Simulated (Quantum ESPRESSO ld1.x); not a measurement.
The numbers below are computed, except where a source is named.
All-electron atom: Al III in [He] 2s2 2p5 3s1 3d1 (not the ground configuration). Code: ld1.x of Quantum ESPRESSO 7.5. Model: scalar-relativistic Kohn-Sham, LDA (Slater exchange, Perdew-Wang correlation), spin-polarised, spherical densities, point nucleus; open shells are filled with parallel spins first. Some entries of the table are withheld. Estimate them.

| orbital | occ. | eigenvalue (eV) | <r^2> (bohr^2) |
|---|---|---|---|
| 1s up | 1 | -1556.52 | 0.01959 |
| 1s down | 1 | -1554.64 | 0.01955 |
| 2s up | 1 | -149.918 | 0.4407 |
| 2s down | 1 | -146.763 | 0.4433 |
| 2p up | 3 | -113.142 | 0.4071 |
| 2p down | 2 | -109.694 | 0.4113 |
| 3s up | 1 | -30.1062 | 4.503 |
| 3s down | 0 | -26.7629 | 4.686 |
| 3p up | 0 | -22.6950 | 5.640 |
| 3p down | 0 | -19.5314 | 6.137 |
| 3d up | 1 | -13.1521 | (1) |
| 4s up | 0 | -10.6994 | (2) |
| 3d down | 0 | -10.6498 | (3) |
| 4s down | 0 | -9.6838 | (4) |
| 4d up | 0 | -5.5822 | 46.66 |
| 4d down | 0 | -5.0210 | 56.29 |
| 4f up | 0 | -4.7168 | 41.44 |
| 4f down | 0 | -4.2499 | 53.44 |

Answer. 
(1) 3d up <r^2> (bohr^2): 8.731
(2) 4s up <r^2> (bohr^2): 22.61
(3) 3d down <r^2> (bohr^2): 11.09
(4) 4s down <r^2> (bohr^2): 25.72
